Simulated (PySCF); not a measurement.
C2H3BrF2, SMILES FC(F)(Br)C.

Geometry optimised at PBE0-D3(BJ)/def2-SVP.

Method: PBE0-D3(BJ)/def2-SVP run with PySCF.

Frequencies are harmonic and unscaled.

```tsv
mode	ν (cm⁻¹)	IR (km/mol)	Raman (Å⁴/amu)	depolarisation	moving atoms (share of kinetic energy)
1	255	0.0	0.0	–	H 93 %
2	275	1.5	0.5	0.73	C 41 %, F 25 %, H 24 %, Br 9 %
3	308	0.3	1.6	0.75	F 77 %, H 8 %, C 8 %
4	328	2.9	6.9	0.30	F 44 %, Br 43 %, C 11 %
5	416	0.1	0.3	0.75	F 48 %, H 26 %, C 24 %
6	546	18.0	2.6	0.48	F 55 %, C 36 %, H 8 %
7	657	58.0	8.0	0.17	F 40 %, C 39 %, H 19 %
8	922	88.8	4.5	0.62	C 37 %, F 34 %, H 30 %
9	989	26.5	2.3	0.75	H 55 %, C 25 %, F 19 %
10	1122	220.0	5.0	0.44	C 58 %, H 40 %
11	1262	191.4	1.0	0.75	C 70 %, F 16 %, H 14 %
12	1269	124.4	1.0	0.70	C 64 %, H 23 %, F 13 %
13	1406	68.6	1.4	0.74	H 58 %, C 41 %
14	1447	2.0	12.6	0.75	H 95 %
15	1450	0.2	9.5	0.75	H 96 %
16	3083	1.5	142.2	0.04	H 97 %
17	3192	1.0	80.5	0.75	H 91 %, C 9 %
18	3217	0.0	40.6	0.75	H 90 %, C 10 %
```
